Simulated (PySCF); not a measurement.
Ti(F)2(OH)2 (F2H2O2Ti), SMILES [OH][Ti]([OH])([F])[F], multiplicity 1.

Coordinates come from a B3LYP-D3(BJ)/def2-SVP optimisation. The multiplicity is an assumed one; no other spin state was optimised. The structure was generated by enumeration; whether it is a known compound was not checked. The values are those of a single conformer.

Two levels are set side by side: PBE/def2-TZVP (PySCF) and M06-2X/def2-TZVP (PySCF). Same geometry, gas phase. Differences are taken from unrounded values.

```
quantity                       PBE
---------------------------  -----
orbital gap (eV)              5.22
highest occupied level (eV)  -8.21
lowest empty level (eV)      -3.00
dipole moment (D)             3.16
mean polarisability (bohr³)   41.0
```

These are the PBE values. What does M06-2X give? (Estimate from the structure and the level; the computed values follow.)


```json
[
 {"quantity": "orbital gap (eV)", "M06-2X": "11.07", "PBE minus M06-2X": "-5.85"},
 {"quantity": "highest occupied level (eV)", "M06-2X": "-11.86", "PBE minus M06-2X": "3.64"},
 {"quantity": "lowest empty level (eV)", "M06-2X": "-0.79", "PBE minus M06-2X": "-2.21"},
 {"quantity": "dipole moment (D)", "M06-2X": "3.32", "PBE minus M06-2X": "-0.16"},
 {"quantity": "mean polarisability (bohr³)", "M06-2X": "37.2", "PBE minus M06-2X": "3.8"}
]
```

Without exact exchange PBE keeps part of each electron's self-repulsion, which lifts occupied levels and narrows the gap. PBE's more diffuse valence density responds more strongly to a field. Differences between two approximate levels are no errors against the true value.

Rough cost on one machine, each run with all the roots and properties that it gave: M06-2X against PBE about 3 times.
